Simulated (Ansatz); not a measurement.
Stepwise reaction of `[NH]=[Mo](=[NH])([Cl])[Cl]` with hydrogen fluoride, as a gas-phase model of exchange steps in deposition or etching. ΔE in kJ/mol; ΔG adds harmonic PBE0-D4 terms to CCSD(T)/CBS, at 1 bar.

Computed with Ansatz on PBE0-D4/def2-TZVP structures; ΔE is electronic, products minus reactants. CCSD(T)/CBS is the MP2 limit (def2-TZVPP, def2-QZVPP) plus CCSD(T) − MP2 in def2-TZVPP, frozen cores. This one scheme is used for every species. Functionals use def2-TZVPP. B3LYP here is the variant with VWN-RPA as its local correlation; programs differ in this. def2 core potentials past Kr. For Mo outer-core shells are correlated without core-valence functions, which leaves a few kJ/mol of doubt a bond. Each species was taken in one conformer, which may not be the lowest.

| step | reaction | PBE-D4 | B3LYP-D4 | ωB97M-V | CCSD(T)/CBS | ΔG(500 K) |
| --- | --- | --- | --- | --- | --- | --- |
| 1 | `[NH]=[Mo](=[NH])([Cl])[Cl]` + H–F → `[NH]=[Mo](=[NH])([F])[Cl]` + HCl | 9.0 | 10.1 | 7.2 | 23.5 | 14.9 |
| 2 | `[NH]=[Mo](=[NH])([F])[Cl]` + H–F → `[NH]=[Mo](=[NH])([F])[F]` + HCl | 8.2 | 8.9 | 6.8 | 22.8 | 19.8 |

(1) By hand: ΔE of the 2 steps together at CCSD(T)/CBS.

## Answers

(1) (23.5) + (22.8) = 46.3 kJ/mol, or 23.1 kJ/mol a step.

In ΔE the steps differ by no more than 0.7 kJ/mol. All are uphill at CCSD(T)/CBS. ΔG lies between 14.9 and 19.8 kJ/mol a step. PBE-D4 differs from CCSD(T)/CBS by -14.6 to -14.5 kJ/mol a step. Isolated molecules leave out the surface, adducts and barriers. Largest T1 diagnostic: 0.022.
